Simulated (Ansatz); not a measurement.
Mulliken charges of C2H6FGa, SMILES `[CH3][Ga]([CH3])[F]` from ωB97M-V/def2-TZVPP in Ansatz (PBE0-D4/def2-TZVP geometry).

```tsv
atom	x (Å)	y (Å)	z (Å)	charge (e)
C1	-0.833	1.375	-0.822	-0.488
Ga2	-0.051	-0.362	-0.385	0.659
C3	0.894	-1.067	1.174	-0.488
F4	-0.228	-1.552	-1.688	-0.412
H5	-1.526	1.698	-0.041	0.117
H6	-0.052	2.135	-0.901	0.115
H7	-1.366	1.320	-1.772	0.133
H8	1.089	-2.132	1.046	0.133
H9	1.847	-0.549	1.308	0.116
H10	0.309	-0.917	2.084	0.117
```

Question: By hand: the dipole of these point charges (1 e Å = 4.8032 D).

Answer: Σ q r = (0.060, 0.416, 0.461) e Å, of length 0.624 e Å = 3.00 D.

Question: How does the dipole of the full density compare? (Best estimate.)

Answer: The calculation gave: (0.060, 0.392, 0.427) e Å, 2.80 D; the point charges give 1.07 times that, at 1° from its direction.

Point charges leave out the atoms' own dipoles, such as those of lone pairs, and Mulliken's split depends on the basis, so the close match here is no proof of good charges.
